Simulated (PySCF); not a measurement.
Ionisation energy of Pm by level of theory

Pm [Xe] 4f5 6s2 (high-spin determinant) → Pm⁺ [Xe] 4f5 6s1 (high-spin determinant), as a difference of total energies. Calculation: PySCF 2.14, in ANO-RCC-VTZP (8s7p5d3f2g1h, 104 functions); the spin-free X2C one-electron Hamiltonian (Gaussian nucleus). Correlated levels: valence: [Kr] 4d10 frozen; valence and next inner shell: [Ar] 3d10 frozen. The calculations carry no spin-orbit coupling.

```tsv
method	ionisation energy (eV)	difference from reference (eV)
UHF	4.539	-1.043
MP2 (valence)	5.420	-0.162
SCS-MP2 (valence)	5.477	-0.105
MP2 (valence and next inner shell)	5.454	-0.128
SCS-MP2 (valence and next inner shell)	5.491	-0.091
```

Reference: 5.582 eV (measured; NIST Atomic Spectra Database, ionization energies).

The reference lies between the lowest fine-structure levels, while these numbers refer to the centres of the terms.

Errors of the correlated levels include the incompleteness of this basis and the frozen core.

The determinant of Pm and of Pm⁺ mixes LS terms, which raises its energy above the lowest term, most at the Hartree-Fock and MP2 levels.
